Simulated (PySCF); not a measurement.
**[BiCl4]− at several levels of theory**

Computed with PySCF 2.14.0 (density fitting, no spin-orbit coupling) at the geometry relaxed with PBE:

```xyz
5
[BiCl4]− (singlet)
Bi    0.0000    0.0000    0.4792
Cl    2.4822    0.0000   -0.3280
Cl    0.0000    2.4822   -0.3280
Cl   -2.4822    0.0000   -0.3280
Cl    0.0000   -2.4822   -0.3280
```

```
 level                                  basis    state  HOMO (eV)  gap (eV)  charge on Bi1 (e)  dipole about the centre of mass (D)  largest force component (eV/Å)
   PBE    Bi def2-SVP with ECP60, Cl def2-SVP  singlet      -1.87      2.46               0.75                                 4.26                            0.03
  BP86                               the same  singlet      -1.98      2.43               0.75                                 4.25                            0.05
revPBE                               the same  singlet      -1.86      2.49               0.79                                 4.34                            0.15
r2SCAN                               the same  singlet      -2.36      2.80               0.90                                 4.51                            0.16
   PBE  Bi def2-TZVP with ECP60, Cl def2-TZVP  singlet      -2.46      2.55               0.90                                 4.42                            0.18
   PBE           Bi x2c-SVPall, Cl x2c-SVPall  singlet      -1.84      2.44               0.74                                 4.30                            0.83
```

Charges are Mulliken's, which hang on the basis. The relaxation used the grid (50, 194), these runs (75, 302) or, all-electron (x2c bases, spin-free X2C Hamiltonian), (99, 590).

Task: What does B3LYP with Bi def2-SVP with ECP60, Cl def2-SVP give here?

Result: state singlet, HOMO (eV) -2.97, gap (eV) 3.92, charge on Bi1 (e) 0.85, dipole about the centre of mass (D) 4.48, largest force component (eV/Å) 0.01. Time: 4.2 s on 2 threads of Arm Neoverse V1 (shared host), from an already converged density.

In the first row's basis the gap widens with exact exchange: 2.4 to 2.8 eV for BP86, PBE, revPBE, r2SCAN (none); 3.9 eV for B3LYP (a fixed share).

A frequency check found unstable modes (1, the lowest at -49 cm⁻¹), so the relaxed geometry is probably a saddle point.
